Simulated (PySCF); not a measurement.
PySCF input for TaBr3, SMILES [Br][Ta]([Br])[Br] (connectivity only; charge and spin as stated), neutral, multiplicity 3, TDA-PBE/def2-SVPD. The structure is a stationary point at PBE0-D3(BJ)/def2-SVP. The spin state was assumed, not searched. The def2 effective core potentials stand for the cores of Ta; spin–orbit coupling is left out.

```python
import numpy as np
from pyscf import gto, scf, dft, tdscf

mol = gto.M(
    atom='''
    Ta   -0.00000000   -0.00000000   -0.08080941
    Br    0.00000000    0.00000001   -2.50387899
    Br    0.00000000   -1.99173577    1.33621215
    Br    0.00000000    1.99173576    1.33621218
    ''',
    basis='def2-SVPD',
    ecp={'Ta': 'def2-svp'},
    charge=0,
    spin=2,
    max_memory=1600,
    verbose=4,
)
mf = dft.UKS(mol, xc='pbe').density_fit(auxbasis='def2-universal-jkfit')
mf.grids.level = 3
mf.conv_tol = 1e-9
mf.max_cycle = 100
mf.kernel()
fine, coarse = mf.grids, dft.Grids(mol).set(level=1).build(with_non0tab=True)
for _ in range(3):  # follow internal instabilities
    mf.grids = coarse
    mo, _, stable, _ = mf.stability(return_status=True, nroots=4)
    mf.grids = fine
    if stable:
        break
    mf.kernel(mf.make_rdm1(mo, mf.mo_occ))
mf.grids = dft.Grids(mol).set(level=1).build(with_non0tab=True)  # coarser grid for the response kernel
td = tdscf.TDA(mf)
td.nstates = 10
td.conv_tol = 1e-4
td.positive_eig_threshold = 1e-6
td.kernel(x0=td.get_init_guess(mf, 15))
td.analyze(verbose=3)
```

It prints:

```
PySCF version 2.14.0

[INPUT] verbose = 4
[INPUT] num. atoms = 4
[INPUT] num. electrons = 118
[INPUT] charge = 0
[INPUT] spin (= nelec alpha-beta = 2S) = 2
[INPUT] symmetry False subgroup None
[INPUT] Mole.unit = angstrom
[INPUT] Symbol           X                Y                Z      unit          X                Y                Z       unit  Magmom
[INPUT]  1 Ta     0.000000000000   0.000000000000  -0.080809410000 AA    0.000000000000   0.000000000000  -0.152707653188 Bohr   0.0
[INPUT]  2 Br     0.000000000000   0.000000010000  -2.503878990000 AA    0.000000000000   0.000000018897  -4.731645540153 Bohr   0.0
[INPUT]  3 Br     0.000000000000  -1.991735770000   1.336212150000 AA    0.000000000000  -3.763835117800   2.525075007816 Bohr   0.0
[INPUT]  4 Br     0.000000000000   1.991735760000   1.336212180000 AA    0.000000000000   3.763835098902   2.525075064508 Bohr   0.0

nuclear repulsion = 758.808495656892
number of shells = 58
number of NR pGTOs = 309
number of NR cGTOs = 158
basis = def2-SVPD
ecp = {'Ta': 'def2-svp'}


[settings echo left out]
init E= -7761.98321539269
  alpha nocc = 60  HOMO = -0.422216627182983  LUMO = -0.417062919082438
  beta  nocc = 58  HOMO = -0.473240403765976  LUMO = -0.456325893519635

WARN: HOMO -0.422216627182983 >= LUMO -0.456325893519635

cycle= 1 E= -7773.63037199922  delta_E= -11.6  |g|= 2.61  |ddm|= 5.95
  alpha nocc = 60  HOMO = 0.0507567287828856  LUMO = 0.0611258075579857
  beta  nocc = 58  HOMO = -0.0119932861607063  LUMO = 0.0477834681725475

WARN: HOMO 0.0507567287828856 >= LUMO 0.0477834681725475

cycle= 2 E= -7744.7719691029  delta_E= 28.9  |g|= 4.11  |ddm|= 27.2
  alpha nocc = 60  HOMO = -0.465718435160383  LUMO = -0.44796570374619
  beta  nocc = 58  HOMO = -0.501331327811991  LUMO = -0.490877053314736

WARN: HOMO -0.465718435160383 >= LUMO -0.490877053314736

cycle= 3 E= -7774.69011920853  delta_E= -29.9  |g|= 2.27  |ddm|= 27.1
  alpha nocc = 60  HOMO = -0.410259084910987  LUMO = -0.34393100237757
  beta  nocc = 58  HOMO = -0.424609716017898  LUMO = -0.414327617845296

WARN: HOMO -0.410259084910987 >= LUMO -0.414327617845296

cycle= 4 E= -7772.4218868914  delta_E= 2.27  |g|= 2.78  |ddm|= 2.58
  alpha nocc = 60  HOMO = -0.375664459729514  LUMO = -0.353034312841263
  beta  nocc = 58  HOMO = -0.397361463115925  LUMO = -0.391968363217092

WARN: HOMO -0.375664459729514 >= LUMO -0.391968363217092

cycle= 5 E= -7775.61793145369  delta_E= -3.2  |g|=  1.9  |ddm|= 2.66
  alpha nocc = 60  HOMO = -0.311019732782752  LUMO = -0.266336269778962
  beta  nocc = 58  HOMO = -0.398335355117494  LUMO = -0.281793639325718
  HOMO = -0.311019732783  LUMO = -0.281793639326  gap/eV = 0.79528
cycle= 6 E= -7777.15441209992  delta_E= -1.54  |g|= 0.824  |ddm|= 1.98
  alpha nocc = 60  HOMO = -0.214679100986858  LUMO = -0.162548660123906
  beta  nocc = 58  HOMO = -0.279053937479678  LUMO = -0.182883228197048
  HOMO = -0.214679100987  LUMO = -0.182883228197  gap/eV = 0.86521
cycle= 7 E= -7777.25003546095  delta_E= -0.0956  |g|= 0.762  |ddm|= 0.959
  alpha nocc = 60  HOMO = -0.226389181559785  LUMO = -0.16555434437518
  beta  nocc = 58  HOMO = -0.293883229715658  LUMO = -0.186358132999363
  HOMO = -0.22638918156  LUMO = -0.186358132999  gap/eV = 1.08930
cycle= 8 E= -7777.39223277342  delta_E= -0.142  |g|= 0.527  |ddm|= 0.345
  alpha nocc = 60  HOMO = -0.179939979875201  LUMO = -0.110317002389906
  beta  nocc = 58  HOMO = -0.28982359838493  LUMO = -0.130887375178821
  HOMO = -0.179939979875  LUMO = -0.130887375179  gap/eV = 1.33479
cycle= 9 E= -7777.56093795653  delta_E= -0.169  |g|= 0.0753  |ddm|= 0.557
  alpha nocc = 60  HOMO = -0.163941019681632  LUMO = -0.10413517399363
  beta  nocc = 58  HOMO = -0.281182970519877  LUMO = -0.122094439895563
  HOMO = -0.163941019682  LUMO = -0.122094439896  gap/eV = 1.13870
cycle= 10 E= -7777.56370361228  delta_E= -0.00277  |g|= 0.0247  |ddm|= 0.177
  alpha nocc = 60  HOMO = -0.164233097671801  LUMO = -0.105650003994312
  beta  nocc = 58  HOMO = -0.281023572512834  LUMO = -0.124007775862054
  HOMO = -0.164233097672  LUMO = -0.124007775862  gap/eV = 1.09459
cycle= 11 E= -7777.56396323527  delta_E= -0.00026  |g|= 0.0191  |ddm|= 0.0594
  alpha nocc = 60  HOMO = -0.165775765790327  LUMO = -0.107157442874895
  beta  nocc = 58  HOMO = -0.28167890096744  LUMO = -0.125896652343377
  HOMO = -0.16577576579  LUMO = -0.125896652343  gap/eV = 1.08517
cycle= 12 E= -7777.56419385552  delta_E= -0.000231  |g|= 0.00338  |ddm|= 0.0231
  alpha nocc = 60  HOMO = -0.166073172219672  LUMO = -0.107687326960661
  beta  nocc = 58  HOMO = -0.281634307143254  LUMO = -0.126489910644163
  HOMO = -0.16607317222  LUMO = -0.126489910644  gap/eV = 1.07712
cycle= 13 E= -7777.56420254039  delta_E= -8.68e-06  |g|= 0.000851  |ddm|= 0.00702
  alpha nocc = 60  HOMO = -0.165944889406455  LUMO = -0.107759912369138
  beta  nocc = 58  HOMO = -0.281539277530333  LUMO = -0.126474275100471
  HOMO = -0.165944889406  LUMO = -0.1264742751  gap/eV = 1.07405
cycle= 14 E= -7777.56420328988  delta_E= -7.49e-07  |g|= 0.000336  |ddm|= 0.00301
  alpha nocc = 60  HOMO = -0.165947453172329  LUMO = -0.107764773622736
  beta  nocc = 58  HOMO = -0.281528137547776  LUMO = -0.126478264800414
  HOMO = -0.165947453172  LUMO = -0.1264782648  gap/eV = 1.07401
cycle= 15 E= -7777.56420332045  delta_E= -3.06e-08  |g|= 0.000278  |ddm|= 0.00173
  alpha nocc = 60  HOMO = -0.165948456084218  LUMO = -0.10777814105276
  beta  nocc = 58  HOMO = -0.281535021144053  LUMO = -0.126478206626472
  HOMO = -0.165948456084  LUMO = -0.126478206626  gap/eV = 1.07404
cycle= 16 E= -7777.56420337771  delta_E= -5.73e-08  |g|= 3.68e-05  |ddm|= 0.000832
  alpha nocc = 60  HOMO = -0.165947623027115  LUMO = -0.107777447874975
  beta  nocc = 58  HOMO = -0.281538880724236  LUMO = -0.1264763263295
  HOMO = -0.165947623027  LUMO = -0.126476326329  gap/eV = 1.07407
cycle= 17 E= -7777.56420337785  delta_E= -1.36e-10  |g|= 3.2e-05  |ddm|= 9.91e-05
  alpha nocc = 60  HOMO = -0.165948605380826  LUMO = -0.107778498663003
  beta  nocc = 58  HOMO = -0.28153539783708  LUMO = -0.126477939827293
  HOMO = -0.165948605381  LUMO = -0.126477939827  gap/eV = 1.07405
cycle= 18 E= -7777.56420337855  delta_E= -6.98e-10  |g|= 1.03e-05  |ddm|= 6.62e-05
  alpha nocc = 60  HOMO = -0.165945691731014  LUMO = -0.10777568914834
  beta  nocc = 58  HOMO = -0.281536162996377  LUMO = -0.126474534059196
  HOMO = -0.165945691731  LUMO = -0.126474534059  gap/eV = 1.07406
Extra cycle  E= -7777.56420337821  delta_E= 3.35e-10  |g|= 2.51e-05  |ddm|= 4.88e-05
converged SCF energy = -7777.56420337821  <S^2> = 2.0113181  2S+1 = 3.0075359
tot grids = 30872
uhf_internal: lowest eigs of H = [0.24942704 0.25057244 0.25746896 0.26977378]
<class 'pyscf.df.df_jk.DFUKS'> wavefunction is stable in the internal stability analysis
tot grids = 30872
Overwritten attributes  positive_eig_threshold  of <class 'pyscf.tdscf.uks.TDA'>


******** <class 'pyscf.tdscf.uks.TDA'> for <class 'pyscf.df.df_jk.DFUKS'> ********
nstates = 10
deg_eia_thresh = 1.000e-03
wfnsym = None
conv_tol = 0.0001
eigh lindep = 1e-12
eigh level_shift = 0
eigh max_cycle = 100


Excitation energies (eV)
[0.28795296 1.0577484  1.13323351 1.34298217 2.12237815 2.34383818
 3.42342438 3.46660073 3.55061133 3.82040144]

** Excitation energies and oscillator strengths **
Excited State   1:      0.28795 eV   4305.71 nm  f=0.0008
Excited State   2:      1.05775 eV   1172.15 nm  f=0.0000
Excited State   3:      1.13323 eV   1094.07 nm  f=0.0000
Excited State   4:      1.34298 eV    923.20 nm  f=0.0008
Excited State   5:      2.12238 eV    584.18 nm  f=0.0002
Excited State   6:      2.34384 eV    528.98 nm  f=0.0018
Excited State   7:      3.42342 eV    362.16 nm  f=0.0000
Excited State   8:      3.46660 eV    357.65 nm  f=0.0000
Excited State   9:      3.55061 eV    349.19 nm  f=0.0178
Excited State  10:      3.82040 eV    324.53 nm  f=0.0051
```

Self-consistency was reached.
